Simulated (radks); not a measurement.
The numbers below are computed, except where a source is named.
Spherical quantum dot in the effective-mass picture: electrons in a well V = -V0 / (1 + exp((r - R)/a)) with V0 = 24.7, R = 2.52, a = 0.11, with a point charge +1 (a donor) at the centre, all in effective atomic units (hartree* = m*/eps^2 hartree, bohr* = eps/m* bohr), one dielectric constant everywhere. Level of theory: non-relativistic Kohn-Sham, exchange-only LDA, spin-polarised, spherical densities (a radial shooting solver with Libxc functionals). Levels are named by radial order and angular momentum (1s, 1p, 1d, 2s, ...), and open shells are averaged over m. Results are scaled to m* = 0.065 and eps = 6.3, for which hartree* = 44.56 meV and bohr* = 5.129 nm.

N = 7, configuration 1s2 1p(up 3, down 2). This is the lowest configuration that the search found. Occupied and some empty levels:

level,occupation,eigenvalue (meV),<r> (nm)
1s up,1,-933.91,6.486
1s down,1,-931.79,6.462
1p up,3,-898.37,7.958
1p down,2,-896.03,7.960
1d up,0,-856.22,8.642
1d down,0,-853.89,8.647
2s up,0,-845.27,6.235
2s down,0,-843.72,6.247
1f up,0,-804.85,9.117
1f down,0,-802.59,9.123

Energy (meV): total -6974.97, kinetic 375.75, external -7887.1, Hartree 664.95, exchange-correlation -128.57.

Electron density:

r (nm),n(r) (e/nm^3)
0.315,0.003281
1.11,0.002561
1.90,0.002165
2.69,0.001977
3.48,0.001912
4.27,0.001908
5.07,0.001914
5.86,0.001890
6.65,0.001805
7.44,0.001638
8.23,0.001389
9.03,0.001073
9.82,0.0007336
10.6,0.0004226
11.4,0.0001886
12.2,0.00005921
13.0,0.00001208
13.8,1.718e-06
14.6,2.099e-07
15.4,2.431e-08
